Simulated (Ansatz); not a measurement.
Geometry optimisation, RHF/def2-SVP (Ansatz).

Input:

```yaml
crystal:
  periodic: [false, false, false]
  atoms:
    - { symbol: Ge, position_ang: [0.210166, -0.728522, -0.361932] }
    - { symbol: F, position_ang: [-0.939566, 0.077965, 2.160686] }
    - { symbol: F, position_ang: [1.050789, -1.004196, -1.830243] }
    - { symbol: O, position_ang: [0.103512, 0.988826, -0.278952] }
    - { symbol: H, position_ang: [-0.373849, 1.318246, 0.469473] }
    - { symbol: O, position_ang: [-1.289603, -1.583709, -0.498927] }
    - { symbol: H, position_ang: [-1.468756, -1.970921, -1.344429] }
    - { symbol: "N", position_ang: [1.19192, -1.497051, 1.029008] }
    - { symbol: H, position_ang: [0.823801, -2.405981, 1.257233] }
    - { symbol: Si, position_ang: [2.909852, -1.286572, 1.304294] }
    - { symbol: H, position_ang: [3.713521, -2.322182, 0.614975] }
    - { symbol: H, position_ang: [3.28301, 0.053887, 0.80725] }
    - { symbol: H, position_ang: [3.18784, -1.385512, 2.756656] }
    - { symbol: H, position_ang: [-0.223037, -0.425578, 2.418908] }
basis:
  gaussian: { orbitals: def2-SVP }
hamiltonian:
  xc: hf
relax:
  f_tol: 0.03
  max_steps: 50
```

Run as:

```bash
$ ansatz run input.yaml --threads 4 --pin off --max-ram 5120MiB --backend cpu --events-out ev --progress --plain --runs-dir out
```

Task: Where does it end, and by what steps?

Result: The run converged. After 13 steps the energy has fallen by 0.170 eV; F2 moved furthest, 0.71 Å.

```tsv
step	energy less start (eV)	largest force component (eV/Å)	accepted
0	0.0000	0.871	yes
1	0.0270	2.530	no
2	-0.0575	0.843	yes
3	-0.0866	0.711	yes
4	-0.1017	0.758	yes
5	-0.1316	0.332	yes
6	-0.1439	0.242	yes
7	-0.1501	0.384	yes
8	-0.1564	0.228	yes
9	-0.1461	0.438	no
10	-0.1658	0.127	yes
11	-0.1693	0.041	yes
12	-0.1692	0.268	no
13	-0.1700	0.018	yes
```

```xyz
14
Properties=species:S:1:pos:R:3
Ge 0.226 -0.851 -0.476
F -0.378 0.314 2.525
F 1.197 -0.986 -1.876
O -0.108 0.837 -0.357
H -0.390 1.144 0.495
O -1.161 -1.867 -0.676
H -1.717 -1.729 -1.429
N 1.090 -1.505 0.980
H 0.753 -2.431 1.199
Si 2.789 -1.240 1.377
H 3.678 -2.197 0.684
H 3.114 0.141 0.972
H 2.957 -1.405 2.837
H 0.130 -0.396 2.249
```

Whether the end is a true minimum wasn't checked by a vibrational analysis.

The run took 41 s on 4 threads of Arm Neoverse V2, with other jobs on the host, peak memory 0.5 GiB.
